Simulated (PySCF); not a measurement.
Molecule: `CO[Si@@H](C)O`, C2H8O2Si.

Atoms are numbered as in `[CH3:1][O:2][Si@@H:3]([CH3:4])[OH:5]`. Each H is labelled by its parent atom.

Geometry PBE0-D3(BJ)/def2-SVP throughout; GIAO in PySCF 2.14, gas phase, one conformer, non-relativistic; equivalent atoms averaged; basis pcSseg-2.

Problem. How do the shifts δ (against TMS, H2O at the same level) depend on the functional? (ppm; last column core-seconds on 1 thread of an Arm Neoverse V2, shared host; the GGAs took longer than the global hybrids here, which isn't the general rule, and the cause wasn't traced)

Solution. 
```csv
functional,kind,C1,C4,O5,O2,Si3,H(Si3),H(C1),H(O5),H(C4),core-s
HF,Hartree–Fock,47.2,-2.1,33.9,3.0,-17.2,4.44,3.30,1.82,0.19,18
LDA,LDA,53.1,-3.5,72.4,52.1,-0.6,5.70,3.74,1.62,0.15,37
PBE,GGA,53.3,-3.4,62.7,46.9,-6.8,5.44,3.69,1.36,0.14,46
BLYP,GGA,53.5,-3.5,61.5,48.2,-14.8,5.31,3.73,1.32,0.14,44
BP86,GGA,53.4,-3.2,60.6,44.4,-8.2,5.43,3.68,1.35,0.14,44
OPBE,GGA,52.8,-3.2,55.9,40.0,-3.9,5.31,3.57,1.32,0.15,46
KT2,GGA,52.5,-3.1,60.1,44.7,-4.2,5.41,3.67,1.38,0.15,45
KT3,GGA,52.5,-3.2,54.4,41.6,-9.4,5.14,3.62,1.29,0.15,46
B97-D,GGA,53.1,-3.3,54.6,40.1,-14.1,5.21,3.68,1.35,0.14,44
B3LYP,global hybrid,52.2,-3.1,54.8,36.8,-13.8,5.07,3.60,1.44,0.16,35
PBE0,global hybrid,51.7,-2.9,53.8,32.9,-6.9,5.12,3.53,1.47,0.16,33
mPW1PW91,global hybrid,51.9,-2.8,52.7,31.9,-8.0,5.08,3.51,1.47,0.16,34
WP04,global hybrid,53.7,-2.8,39.5,25.7,-25.0,4.43,3.37,1.48,0.17,35
B97-2,global hybrid,51.8,-2.9,50.0,30.9,-10.5,5.02,3.52,1.42,0.16,33
BHandHLYP,global hybrid,50.3,-2.6,46.7,23.2,-14.3,4.77,3.46,1.60,0.18,33
CAM-B3LYP,range-separated hybrid,51.5,-2.6,54.4,33.0,-10.2,5.00,3.59,1.55,0.18,46
wB97X-D,range-separated hybrid,51.7,-2.6,50.1,28.3,-8.3,5.03,3.51,1.49,0.17,43
LC-wPBE,range-separated hybrid,51.5,-1.9,49.6,25.1,-1.3,4.95,3.48,1.54,0.20,55
```

Problem. Which nucleus moves most, in ppm?

Solution. O2 (oxygen bonded to C, Si): from 3.0 ppm with HF to 52.1 ppm with LDA. The smallest spread is 0.05 ppm, at H(C4). Proton shifts span only some 12 ppm, so a few tenths of a ppm matter as much there as several ppm in carbon.
